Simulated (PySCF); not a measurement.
UHF on Ir⁻ (iridium, charge -1)

Configuration: [Xe] 4f14 5d8 6s2, high-spin 3F determinant. All numbers are calculated (PySCF 2.14, scalar relativity through the core potential, in def2-QZVPPD with the def2 core potential (60 electrons) (7s5p4d4f2g, 88 functions)).

| Item | Value |
| --- | --- |
| Total energy | -103.443720 hartree |
| One-electron energy | -185.1477 hartree |
| Hartree (Coulomb) energy | 91.5780 hartree |
| Exchange energy | -9.8740 hartree |
| ⟨S²⟩ | 2.0276 |
| ⟨L²⟩ | 12.049 |
| Sum of ⟨r⟩ | 30.97 bohr |
| Sum of ⟨r²⟩ | 75.78 bohr² |

```csv
shell,electrons,mean orbital energy (eV),spread (eV),"rms radius, mean of both spins (bohr)"
5s α,1,-108.10,0,1.07
5s β,1,-105.37,0,1.07
5p α,3,-59.380,0,1.24
5p β,3,-55.541,0,1.24
5d α,5,-4.559,1.027,1.96
5d β,3,-2.897,0,1.96
6s α,1,-1.452,0,4.10
6s β,1,-0.397,0,4.10
```

Energies and moments cover only the electrons outside the core potential. Spin-orbit coupling, absent here, splits the open shell strongly.
